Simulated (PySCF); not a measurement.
Species: `CCO[C@H]1C[C@H]2C[C@H](C2)C1`. The columns A, B, C and D hold Mulliken, IAO, Hirshfeld and ESP-fitted charges (e) of one PBE0/pcSseg-1 density (PySCF), in a shuffled order. Coordinates in Å (GFN2-xTB); the density's dipole moment is (0.40, -1.01, -0.15) D.

```json
{"atom": "C1", "x": "3.394", "y": "0.797", "z": "0.719", "A": "-0.390", "B": "-0.271", "C": "-0.422", "D": "-0.122"}
{"atom": "C2", "x": "2.504", "y": "-0.215", "z": "0.015", "A": "+0.400", "B": "+0.012", "C": "-0.037", "D": "+0.005"}
{"atom": "O3", "x": "1.260", "y": "0.392", "z": "-0.239", "A": "-0.520", "B": "-0.522", "C": "-0.407", "D": "-0.121"}
{"atom": "C4", "x": "0.279", "y": "-0.460", "z": "-0.817", "A": "+0.768", "B": "-0.052", "C": "+0.083", "D": "+0.052"}
{"atom": "C5", "x": "-0.447", "y": "-1.288", "z": "0.265", "A": "-0.859", "B": "-0.070", "C": "-0.275", "D": "-0.079"}
{"atom": "C6", "x": "-1.729", "y": "-0.603", "z": "0.726", "A": "+0.679", "B": "-0.331", "C": "-0.103", "D": "-0.027"}
{"atom": "C7", "x": "-1.553", "y": "0.922", "z": "0.671", "A": "-0.715", "B": "-0.072", "C": "-0.281", "D": "-0.083"}
{"atom": "C8", "x": "-1.921", "y": "0.804", "z": "-0.815", "A": "+0.588", "B": "-0.336", "C": "-0.103", "D": "-0.026"}
{"atom": "C9", "x": "-2.688", "y": "-0.477", "z": "-0.465", "A": "-0.728", "B": "-0.079", "C": "-0.274", "D": "-0.080"}
{"atom": "C10", "x": "-0.679", "y": "0.441", "z": "-1.620", "A": "-0.574", "B": "-0.045", "C": "-0.267", "D": "-0.076"}
{"atom": "H11", "x": "3.502", "y": "1.685", "z": "0.103", "A": "+0.107", "B": "+0.118", "C": "+0.148", "D": "+0.042"}
{"atom": "H12", "x": "2.946", "y": "1.086", "z": "1.665", "A": "+0.110", "B": "+0.118", "C": "+0.147", "D": "+0.042"}
{"atom": "H13", "x": "4.374", "y": "0.366", "z": "0.904", "A": "+0.092", "B": "+0.108", "C": "+0.143", "D": "+0.045"}
{"atom": "H14", "x": "2.962", "y": "-0.533", "z": "-0.937", "A": "-0.037", "B": "+0.094", "C": "+0.112", "D": "+0.029"}
{"atom": "H15", "x": "2.383", "y": "-1.110", "z": "0.643", "A": "-0.047", "B": "+0.092", "C": "+0.109", "D": "+0.030"}
{"atom": "H16", "x": "0.794", "y": "-1.145", "z": "-1.510", "A": "-0.076", "B": "+0.095", "C": "+0.112", "D": "+0.029"}
{"atom": "H17", "x": "-0.683", "y": "-2.282", "z": "-0.123", "A": "+0.178", "B": "+0.114", "C": "+0.130", "D": "+0.035"}
{"atom": "H18", "x": "0.230", "y": "-1.412", "z": "1.113", "A": "+0.207", "B": "+0.127", "C": "+0.136", "D": "+0.035"}
{"atom": "H19", "x": "-2.110", "y": "-1.051", "z": "1.645", "A": "-0.057", "B": "+0.094", "C": "+0.123", "D": "+0.033"}
{"atom": "H20", "x": "-2.311", "y": "1.448", "z": "1.247", "A": "+0.154", "B": "+0.109", "C": "+0.133", "D": "+0.037"}
{"atom": "H21", "x": "-0.565", "y": "1.313", "z": "0.898", "A": "+0.193", "B": "+0.138", "C": "+0.140", "D": "+0.025"}
{"atom": "H22", "x": "-2.472", "y": "1.621", "z": "-1.282", "A": "-0.042", "B": "+0.096", "C": "+0.124", "D": "+0.034"}
{"atom": "H23", "x": "-2.677", "y": "-1.281", "z": "-1.200", "A": "+0.180", "B": "+0.104", "C": "+0.115", "D": "+0.030"}
{"atom": "H24", "x": "-3.713", "y": "-0.280", "z": "-0.156", "A": "+0.158", "B": "+0.112", "C": "+0.134", "D": "+0.038"}
{"atom": "H25", "x": "-0.124", "y": "1.343", "z": "-1.883", "A": "+0.117", "B": "+0.131", "C": "+0.150", "D": "+0.036"}
{"atom": "H26", "x": "-0.975", "y": "-0.061", "z": "-2.543", "A": "+0.117", "B": "+0.114", "C": "+0.130", "D": "+0.037"}
```

Problem. Which column most likely holds the ESP-fitted charges?

Solution. A. Σ q r misses the density's dipole by 0.02 D (A), 0.45 D (D), 0.62 D (C), 0.98 D (B). Charges fitted to the outside potential are the only set here that is tied to the molecule's multipoles.

Problem. And the Hirshfeld charges?

Solution. D. The mean sizes are 0.047 e (D), 0.137 e (B), 0.167 e (C), 0.311 e (A), and Hirshfeld charges are commonly the smallest of these schemes.

As computed, A = ESP-fitted, B = Mulliken, C = IAO, D = Hirshfeld. Hydrogens on carbon: ESP-fitted -0.08 to +0.21, Mulliken +0.09 to +0.14, IAO +0.11 to +0.15, Hirshfeld +0.03 to +0.04 e.

The Hirshfeld scheme divides the density at each point in proportion to the densities of the neutral, spherically averaged free atoms. The Mulliken scheme gives each basis function's population to the atom it is centred on and halves the overlap population of two atoms between them.

The structure is a single GFN2-xTB conformer in the gas phase; no vibrational or solvent corrections.

These values come from a run that also computed NMR shieldings. The run took 56 s wall on one thread, Arm Neoverse V2 (aarch64), no GPU (shared host), and the process peaked at 1.1 GiB of memory.
